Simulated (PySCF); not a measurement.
UHF on Be (beryllium, neutral)

Configuration: [He] 2s1 2p1, high-spin 3P determinant (an excited configuration). All numbers are calculated (PySCF 2.14, the non-relativistic Hamiltonian (point nucleus), in aug-cc-pVQZ with one added diffuse shell each of s, p, d, f, g type (7s6p5d4f3g, 105 functions)).

| Item | Value |
| --- | --- |
| Total energy | -14.513621 hartree |
| One-electron energy | -18.8992 hartree |
| Hartree (Coulomb) energy | 7.1221 hartree |
| Exchange energy | -2.7365 hartree |
| Kinetic energy | 14.51322 hartree |
| ⟨S²⟩ | 2.0000 |
| ⟨L²⟩ | 2.027 |
| Sum of ⟨r⟩ | 6.244 bohr |
| Sum of ⟨r²⟩ | 18.30 bohr² |
| Traceless quadrupole moment −½Σ⟨3z² − r²⟩ along its main axis | -4.67 e·bohr² |
| Density at the nucleus (Gaussians lack the cusp) | 34.2 bohr⁻³ |
| Spin density at the nucleus | 0.733 bohr⁻³ |
| Langevin diamagnetic susceptibility | -14.5 ×10⁻⁶ cm³/mol |

```json
{"shell": "1s α", "electrons": "1", "mean orbital energy (eV)": "-129.60", "rms radius, mean of both spins (bohr)": "0.484"}
{"shell": "1s β", "electrons": "1", "mean orbital energy (eV)": "-128.53", "rms radius, mean of both spins (bohr)": "0.484"}
{"shell": "2s α", "electrons": "1", "mean orbital energy (eV)": "-10.782", "rms radius, mean of both spins (bohr)": "2.77"}
{"shell": "2p α", "electrons": "1", "mean orbital energy (eV)": "-6.690", "rms radius, mean of both spins (bohr)": "3.19"}
```

Spin-orbit constants ζ (cm⁻¹) from the X2C one-electron operator on these orbitals (non-relativistic here): bare nucleus, nucleus screened by l(l+1)(2l+1)/3 electrons, and screened by the Breit-Pauli mean field of the electrons.

| shell | bare | screened nucleus | mean field |
| --- | --- | --- | --- |
| 2p | 6.863 | 3.431 | 2.124 |

To first order the Landé constant is A = 1.062 cm⁻¹, so the lowest level has J = 0 and lies 0.000263 eV below the centre of the term. This holds in LS coupling only.
